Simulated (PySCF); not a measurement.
C2H8FNSi, SMILES [SiH2]([C@H](N)C)F. Coordinates come from a PBE-D3(BJ)/def2-SVP optimisation. The structure was generated by enumeration; whether it is a known compound was not checked. The values are those of a single conformer.

Task: Give the equilibrium geometry at PBE-D3(BJ)/def2-SVP (PySCF confirms it by a frequency run) as a Z-matrix. (The exact figures need the calculation; the answer reports its results.)

Result: One answer among several that fit: 
```
C
H 1 1.1239
N 1 1.4661 2 114.52
H 3 1.0279 1 110.17 2 -56.22
H 3 1.0298 4 106.30 1 -119.57
C 1 1.5323 2 107.84 3 123.22
H 6 1.1094 1 110.86 2 178.10
H 6 1.1095 7 108.83 1 123.56
H 6 1.1119 7 107.23 8 115.45
Si 1 1.8945 2 107.51 6 118.55
F 10 1.6496 1 107.20 2 71.57
H 10 1.5009 11 108.02 4 -98.91
H 10 1.5044 12 111.01 11 117.90
```
